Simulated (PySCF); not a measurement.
**Stretching AlBi**

Set-up: Al def2-SVP, Bi def2-SVP with ECP60; scalar-relativistic core potentials (PySCF 2.14). Energies in eV from Al + Bi in their ground configurations at the same level. State: ³Σ⁻ (triplet), unpaired electrons π ↑↑.

All columns are PBE0. A positive dipole means Al(−)Bi(+).

```json
{"R (Å)": "2.438", "E (eV)": "-1.142", "μ (D)": "0.96", "Mulliken charge on Al (basis-dependent)": "0.11", "HOMO (eV)": "-4.92", "LUMO (eV)": "-3.73", "Mayer bond order": "1.19", "⟨S²⟩": "2.00"}
{"R (Å)": "2.551", "E (eV)": "-1.472", "μ (D)": "0.56", "Mulliken charge on Al (basis-dependent)": "0.15", "HOMO (eV)": "-4.97", "LUMO (eV)": "-3.54", "Mayer bond order": "1.17", "⟨S²⟩": "2.00"}
{"R (Å)": "2.665", "E (eV)": "-1.651", "μ (D)": "0.15", "Mulliken charge on Al (basis-dependent)": "0.17", "HOMO (eV)": "-4.99", "LUMO (eV)": "-3.36", "Mayer bond order": "1.15", "⟨S²⟩": "2.01"}
{"R (Å)": "2.750", "E (eV)": "-1.713", "μ (D)": "-0.17", "Mulliken charge on Al (basis-dependent)": "0.19", "HOMO (eV)": "-5.00", "LUMO (eV)": "-3.23", "Mayer bond order": "1.13", "⟨S²⟩": "2.01"}
{"R (Å)": "2.835", "E (eV)": "-1.730", "μ (D)": "-0.49", "Mulliken charge on Al (basis-dependent)": "0.20", "HOMO (eV)": "-4.99", "LUMO (eV)": "-3.12", "Mayer bond order": "1.12", "⟨S²⟩": "2.01"}
{"R (Å)": "2.920", "E (eV)": "-1.710", "μ (D)": "-0.80", "Mulliken charge on Al (basis-dependent)": "0.21", "HOMO (eV)": "-4.98", "LUMO (eV)": "-3.01", "Mayer bond order": "1.11", "⟨S²⟩": "2.01"}
{"R (Å)": "3.034", "E (eV)": "-1.644", "μ (D)": "-1.20", "Mulliken charge on Al (basis-dependent)": "0.22", "HOMO (eV)": "-4.94", "LUMO (eV)": "-2.89", "Mayer bond order": "1.09", "⟨S²⟩": "2.01"}
{"R (Å)": "3.175", "E (eV)": "-1.517", "μ (D)": "-1.68", "Mulliken charge on Al (basis-dependent)": "0.22", "HOMO (eV)": "-4.88", "LUMO (eV)": "-2.76", "Mayer bond order": "1.06", "⟨S²⟩": "2.02"}
{"R (Å)": "3.345", "E (eV)": "-1.329", "μ (D)": "-2.20", "Mulliken charge on Al (basis-dependent)": "0.22", "HOMO (eV)": "-4.79", "LUMO (eV)": "-2.65", "Mayer bond order": "1.03", "⟨S²⟩": "2.03"}
{"R (Å)": "3.572", "E (eV)": "-1.062", "μ (D)": "-2.75", "Mulliken charge on Al (basis-dependent)": "0.21", "HOMO (eV)": "-4.65", "LUMO (eV)": "-2.55", "Mayer bond order": "0.95", "⟨S²⟩": "2.08"}
```

A fit through these points gives, at Re = 2.828 Å, μ = -0.46 D and dμ/dR = -3.70 D/Å; the reduced mass is 23.9 u.

Task: How strong is the fundamental in the double-harmonic approximation, I = 42.26·(dμ/dR)²/μred km/mol?

Result: I = 42.26·(-3.70)²/23.9 = 24.2 km/mol at PBE0.

These are scalar-relativistic numbers at best; spin–orbit coupling would shift them, the dissociation energy most. The state was picked by a PBE0 search and need not be the measured ground state.
